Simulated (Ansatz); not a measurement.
Geometry optimisation, UKS PBE0/STO-3G in Ansatz 0.2.0.

input.yaml

```yaml
crystal:
  periodic: [false, false, false]
  atoms:
    - { symbol: Si, position_ang: [0.139557, 0.785322, -0.207797] }
    - { symbol: F, position_ang: [1.508581, -0.107568, -0.481804] }
    - { symbol: O, position_ang: [-0.051434, 0.948766, 1.463894] }
    - { symbol: O, position_ang: [0.23724, 2.199494, -1.132058] }
    - { symbol: O, position_ang: [-1.298122, 0.035246, -0.698408] }
    - { symbol: H, position_ang: [0.59536, -1.9559, 0.210817] }
    - { symbol: "N", position_ang: [-0.384706, -2.234078, 0.428539] }
    - { symbol: H, position_ang: [0.891563, 0.992021, 1.836638] }
    - { symbol: H, position_ang: [1.19384, 2.521924, -1.037877] }
    - { symbol: H, position_ang: [-1.394547, 0.215671, -1.689844] }
    - { symbol: H, position_ang: [-0.487965, -1.892886, 1.420159] }
    - { symbol: H, position_ang: [-0.949269, -1.508013, -0.11236] }
magnetization:
  spin_polarized: true
basis:
  gaussian: { orbitals: STO-3G }
hamiltonian:
  xc: pbe0
relax:
  f_tol: 0.03
  max_steps: 50
```

Run as:

```bash
$ ansatz run input.yaml --threads 1 --pin off --max-ram 2048MiB --backend cpu --events-out ev --progress --plain --runs-dir out
```

Task: Where does it end, and by what steps?

Result: It converged. The force dipped under the threshold on the way, but the program's further checks kept it going. Limits of this set-up: minimal basis. After 31 steps the energy has fallen by 0.185 eV; O3 moved furthest, 1.28 Å.

```json
{"step": "0", "energy less start (eV)": "0.0000", "largest force component (eV/Å)": "0.715", "accepted": "yes"}
{"step": "2", "energy less start (eV)": "-0.0556", "largest force component (eV/Å)": "0.522", "accepted": "yes"}
{"step": "4", "energy less start (eV)": "-0.0904", "largest force component (eV/Å)": "0.528", "accepted": "yes"}
{"step": "6", "energy less start (eV)": "-0.1169", "largest force component (eV/Å)": "0.290", "accepted": "yes"}
{"step": "8", "energy less start (eV)": "-0.1187", "largest force component (eV/Å)": "0.986", "accepted": "yes"}
{"step": "10", "energy less start (eV)": "-0.1457", "largest force component (eV/Å)": "0.158", "accepted": "yes"}
{"step": "12", "energy less start (eV)": "-0.1535", "largest force component (eV/Å)": "0.171", "accepted": "yes"}
{"step": "14", "energy less start (eV)": "-0.1604", "largest force component (eV/Å)": "0.181", "accepted": "yes"}
{"step": "16", "energy less start (eV)": "-0.1690", "largest force component (eV/Å)": "0.068", "accepted": "yes"}
{"step": "18", "energy less start (eV)": "-0.1627", "largest force component (eV/Å)": "0.444", "accepted": "no"}
{"step": "20", "energy less start (eV)": "-0.1766", "largest force component (eV/Å)": "0.395", "accepted": "yes"}
{"step": "22", "energy less start (eV)": "-0.1821", "largest force component (eV/Å)": "0.030", "accepted": "yes"}
{"step": "24", "energy less start (eV)": "-0.1833", "largest force component (eV/Å)": "0.058", "accepted": "yes"}
{"step": "26", "energy less start (eV)": "-0.1838", "largest force component (eV/Å)": "0.028", "accepted": "yes"}
{"step": "28", "energy less start (eV)": "-0.1843", "largest force component (eV/Å)": "0.131", "accepted": "yes"}
{"step": "30", "energy less start (eV)": "-0.1845", "largest force component (eV/Å)": "0.030", "accepted": "no"}
{"step": "31", "energy less start (eV)": "-0.1848", "largest force component (eV/Å)": "0.013", "accepted": "yes"}
```

```xyz
12
Properties=species:S:1:pos:R:3
Si 0.277 0.879 -0.022
F 1.317 -0.325 0.358
O 0.412 2.099 1.140
O 0.582 1.587 -1.522
O -1.243 0.119 -0.094
H 0.618 -1.901 0.044
N -0.253 -2.462 -0.202
H 0.284 1.646 2.038
H 1.113 2.424 -1.313
H -1.677 0.482 -0.933
H -0.483 -2.894 0.735
H -0.947 -1.653 -0.229
```

Run time: 100 s on 1 thread of Intel(R) Xeon(R) Platinum 8488C (Sapphire Rapids), with other jobs on the host, peak memory 0.2 GiB.
